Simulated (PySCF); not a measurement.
**Correlation energy of Cr⁺ (chromium, charge +1)**

[Ar] 3d4 4s1, high-spin 6D determinant (an excited configuration). All numbers are calculated (PySCF 2.14, scalar relativity by spin-free X2C-1e, in x2c-TZVPPall). Frozen: [Ne]; 13 electrons correlated.

MP2 pair energies summed by pair of shells (mhartree):

| pair | energy | share (%) |
| --- | --- | --- |
| 3p-3d | -136.40 | 38.8 |
| 3p-3p | -91.42 | 26.0 |
| 3d-3d | -40.30 | 11.5 |
| 3s-3p | -32.27 | 9.2 |
| 3s-3d | -21.45 | 6.1 |
| 3p-4s | -12.32 | 3.5 |
| 3d-4s | -11.26 | 3.2 |
| 3s-3s | -5.04 | 1.4 |
| 3s-4s | -0.85 | 0.2 |

Total MP2 correlation energy: -351.30 mhartree.

Same-spin part -126.34 and opposite-spin part -224.96 mhartree; SCS-MP2 scales them by 1/3 and 6/5 to -312.07 mhartree.

This basis was not built for core-valence correlation, so the inner-shell part is incomplete.
